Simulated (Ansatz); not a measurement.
`N=CCF` and `N=CC[SiH3]` differ in one atom or group.

Ansatz, PBE0-D4/def2-TZVP geometries, multiplicity 1. Each molecule was computed in one conformer, which needn't be the lowest.

```json
{"property": "size of the dipole moment (B3LYP/def2-TZVPP) / D", "`N=CCF`": "2.56"}
{"property": "ideal-gas entropy at 298 K and 1 bar (rigid rotor, harmonic PBE0-D4/def2-TZVP) / J/(mol·K)", "`N=CCF`": "280"}
{"property": "size of the dipole moment (PBE/def2-TZVPP) / D", "`N=CCF`": "2.44"}
{"property": "HOMO energy (PBE/def2-TZVPP) / eV", "`N=CCF`": "-6.31"}
{"property": "HOMO–LUMO gap (PBE/def2-TZVPP) / eV", "`N=CCF`": "4.87"}
{"property": "LUMO energy (PBE/def2-TZVPP) / eV", "`N=CCF`": "-1.44"}
```

Q: What does the change do to each property? (An estimate is asked.)

A: Computed: 
| property | `N=CC[SiH3]` | shift |
| --- | --- | --- |
| size of the dipole moment (B3LYP/def2-TZVPP) / D | 2.47 | -0.09 |
| ideal-gas entropy at 298 K and 1 bar (rigid rotor, harmonic PBE0-D4/def2-TZVP) / J/(mol·K) | 318 | 38 |
| size of the dipole moment (PBE/def2-TZVPP) / D | 2.37 | -0.07 |
| HOMO energy (PBE/def2-TZVPP) / eV | -6.07 | 0.24 |
| HOMO–LUMO gap (PBE/def2-TZVPP) / eV | 4.70 | -0.17 |
| LUMO energy (PBE/def2-TZVPP) / eV | -1.37 | 0.07 |

The zero-point energy changes by 57.4 kJ/mol with +9 modes. Dipoles are sizes alone; their direction can turn.

B3LYP here is the variant with VWN-RPA as its local correlation; programs differ in this.
